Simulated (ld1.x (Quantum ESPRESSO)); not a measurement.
## Sc (Z = 21): one change to a TM potential, before and after

| Quantity | Value |
| --- | --- |
| Element | scandium |
| Generator | ld1.x (Quantum ESPRESSO) 7.5 |
| Type | norm-conserving Troullier–Martins (Kleinman–Bylander form) |
| Functional | LDA (PZ) |
| Relativity | scalar-relativistic |
| Frozen core | [Ne] |
| Valence charge | 11 |
| Reference configuration | 3s2 3p6 3d1 4s2 4p0 |
| Partial waves | 3s (bound): rc 1.10 bohr; 3p (bound): rc 1.50 bohr; 3d (bound): rc 2.10 bohr |
| Local potential | the d channel |
| Core correction | none |

Occupied shells without a wave of their own: 4s. They enter only through the test configuration that unscreens the potential.

Change: core correction a·sin(br)/r model core inside 1.10 bohr (4s counted twice).

Cutoffs: the cutoffs (Ry, on a coarse ladder) from which the occupation-weighted sum of valence levels, in a spherical-Bessel basis at the reference potential, stays within 10 and 1 mRy of its value at 400 Ry; they do not see the model core or the augmentation charge, which bear on the density cutoff. Errors are all-electron minus pseudo energies relative to the spin-unpolarised reference configuration.

What does the change do?

The potential gets neither clearly harder nor softer (100 Ry and 180 Ry → 100 Ry and 180 Ry); of the 9 tests that both files solve, the error grows in 3 and shrinks in 5 by more than 15 % and 0.3 meV (median size 77.3 → 25.3 meV); neither file shows a bound ghost. In the changed file ld1.x takes every shell without a wave as core, so the model core holds the 4s electrons as well and exchange and correlation see them twice. This cancels in the reference configuration, but the file is broken for other ones, and its errors say nothing about a proper core correction. A model core, the more so a compact one, raises the density cutoff, which this test does not measure.

```csv
quantity,base,changed
"cutoff, loose",100 Ry,100 Ry
"cutoff, tight",180 Ry,180 Ry
bound ghosts,none,none
"largest miss of a reference level, eV",0.10,0.10
"error for 3s2 3p6 3d1 4s1 4p0, meV [ΔE 7.07 eV]",+125,-12
"error for 3s2 3p6 3d1 4s0 4p0, meV [ΔE 20.03 eV]",+285,-466
"error for 3s2 3p6 3d0 4s0 4p0, meV [ΔE 45.12 eV]",+409,-667
"error for 3s1 3p6 3d1 4s2 4p0, meV [ΔE 61.66 eV]",+77,+23
"error for 3s2 3p5 3d1 4s2 4p0, meV [ΔE 40.14 eV]",+74,+21
"error for 3s2 3p6 3d1 4s1.5 4p0, meV [ΔE 2.82 eV]",+56,+25
"error for 3s2 3p6 3d0 4s2 4p1, meV [ΔE 3.62 eV]",-37,-69
"error for 3s2 3p6 3d1 4s2 4p0 (spin-polarised), meV [ΔE -0.15 eV]",+13,+4.4
"error for 3s2 3p6 3d1 4s1 4p0 (spin-polarised), meV [ΔE 6.52 eV]",+134,-143
s: phases at 2.31 bohr within 0.05 rad from the reference energy up to (Ry; the scan ends near 5),0.6,0.6
p: phases at 2.31 bohr within 0.05 rad from the reference energy up to (Ry; the scan ends near 5),0.3,0.3
d: phases at 2.31 bohr within 0.05 rad from the reference energy up to (Ry; the scan ends near 5),1.3,1.3
```

Base: The 4s level has no wave, so the channel is fitted at the deeper level alone: the likely source of the large errors.
